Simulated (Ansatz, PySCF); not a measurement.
C₂H₉BO₂Si, SMILES C[SiH2]CB(O)O. Atoms are numbered in the order given.

```xyz
15

Si    -1.0960    -0.0321    -1.1209
C     -2.1812     0.3101     0.3831
C      0.4894    -0.9129    -0.5701
B      1.2420    -0.0506     0.5232
O      0.9375    -0.1319     1.8537
O      2.1845     0.8843     0.2065
H     -1.8405    -0.8652    -2.1141
H     -0.7301     1.2550    -1.7887
H     -1.6251     0.8954     1.1325
H     -2.5009    -0.6341     0.8553
H     -3.0887     0.8711     0.1106
H      0.1944    -1.9020    -0.1769
H      1.1131    -1.0952    -1.4622
H      0.2670    -0.7952     2.0466
H      2.3566     0.9400    -0.7393
```

The structure is a stationary point at B3LYP-D3(BJ)/def2-SVP. The structure was generated by enumeration, and PubChem lists no compound with its InChIKey, so it may never have been made. Other conformers were not sampled.

Two levels are set side by side: PBE-D3(BJ)/def2-SVP (Ansatz, a first-principles code) and B3LYP-D3(BJ)/def2-SVP (Ansatz). Each level has its own optimised geometry; the coordinates shown are those of the second. Frequencies come from the Hessian of PySCF at each geometry. Differences are taken from unrounded values.

| quantity | B3LYP-D3(BJ) |
|---|---|
| mean bond length (Å) | 1.323 |
| bond Si1–C2 (Å) | 1.886 |
| bond Si1–C3 (Å) | 1.895 |
| bond C3–B4 (Å) | 1.583 |
| bond B4–O5 (Å) | 1.367 |
| bond B4–O6 (Å) | 1.365 |
| bond Si1–H7 (Å) | 1.495 |
| bond Si1–H8 (Å) | 1.495 |
| bond C2–H9 (Å) | 1.102 |
| bond C2–H10 (Å) | 1.103 |
| bond C2–H11 (Å) | 1.101 |
| bond C3–H12 (Å) | 1.105 |
| bond C3–H13 (Å) | 1.104 |
| bond O5–H14 (Å) | 0.963 |
| bond O6–H15 (Å) | 0.963 |
| highest harmonic wavenumber (cm⁻¹) | 3892 |
| mean harmonic wavenumber (cm⁻¹) | 1300 |
| zero-point energy (kcal/mol) | 72.45 |

Task: What does PBE-D3(BJ) give, and how far is it from B3LYP-D3(BJ)? (Estimate from the structure and the level; the computed values follow.)

Result: 
```csv
quantity,PBE-D3(BJ),PBE-D3(BJ) minus B3LYP-D3(BJ)
mean bond length (Å),1.331,0.008
bond Si1–C2 (Å),1.891,0.005
bond Si1–C3 (Å),1.902,0.006
bond C3–B4 (Å),1.587,0.004
bond B4–O5 (Å),1.377,0.009
bond B4–O6 (Å),1.374,0.009
bond Si1–H7 (Å),1.509,0.014
bond Si1–H8 (Å),1.509,0.013
bond C2–H9 (Å),1.109,0.007
bond C2–H10 (Å),1.110,0.007
bond C2–H11 (Å),1.108,0.007
bond C3–H12 (Å),1.112,0.007
bond C3–H13 (Å),1.111,0.007
bond O5–H14 (Å),0.971,0.008
bond O6–H15 (Å),0.971,0.008
highest harmonic wavenumber (cm⁻¹),3784,-108
mean harmonic wavenumber (cm⁻¹),1265,-35
zero-point energy (kcal/mol),70.53,-1.93
```

GGA bonds tend to be longer and softer than those of functionals with exact exchange. Differences between two approximate levels are no errors against the true value.
